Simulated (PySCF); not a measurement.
SMILES [SiH3]/C=C/[SiH2]Cl (C2H7ClSi2), CAM-B3LYP/def2-SVP optimised geometry.

```
12

Si    -0.49    -0.37     0.00
C     -1.10    -1.28    -1.52
C     -0.31    -1.84    -2.44
Si    -0.95    -2.76    -3.93
Cl    -0.29    -1.85    -5.67
H      1.00    -0.37     0.00
H     -0.99    -1.03     1.24
H     -1.00     1.03     0.00
H     -2.19    -1.35    -1.67
H      0.78    -1.77    -2.31
H     -2.44    -2.73    -3.91
H     -0.46    -4.16    -3.96
```

Density from CAM-B3LYP/def2-TZVP (PySCF 2.14.0) at that geometry.

Minimum of the electron density along straight lines between bonded atoms, close to the bond critical point (lines longer than 1.1 times the sum of covalent radii, or with two minima, are not listed):

| bond | length / Å | ρ at the minimum / e bohr⁻³ | ∇²ρ there / e bohr⁻⁵ | position (fraction from the first atom) |
|---|---|---|---|---|
| Si1–C2 | 1.877 | 0.121 | 0.19 | 0.39 |
| C2–C3 | 1.342 | 0.344 | -1.03 | 0.50 |
| C3–Si4 | 1.863 | 0.126 | 0.19 | 0.61 |
| Si4–Cl5 | 2.074 | 0.096 | 0.20 | 0.36 |
| Si1–H6 | 1.488 | 0.121 | 0.15 | 0.49 |
| Si1–H7 | 1.490 | 0.121 | 0.14 | 0.49 |
| Si1–H8 | 1.490 | 0.121 | 0.14 | 0.49 |
| C2–H9 | 1.100 | 0.275 | -0.95 | 0.65 |
| C3–H10 | 1.099 | 0.275 | -0.95 | 0.65 |
| Si4–H11 | 1.484 | 0.125 | 0.13 | 0.49 |
| Si4–H12 | 1.485 | 0.125 | 0.13 | 0.49 |
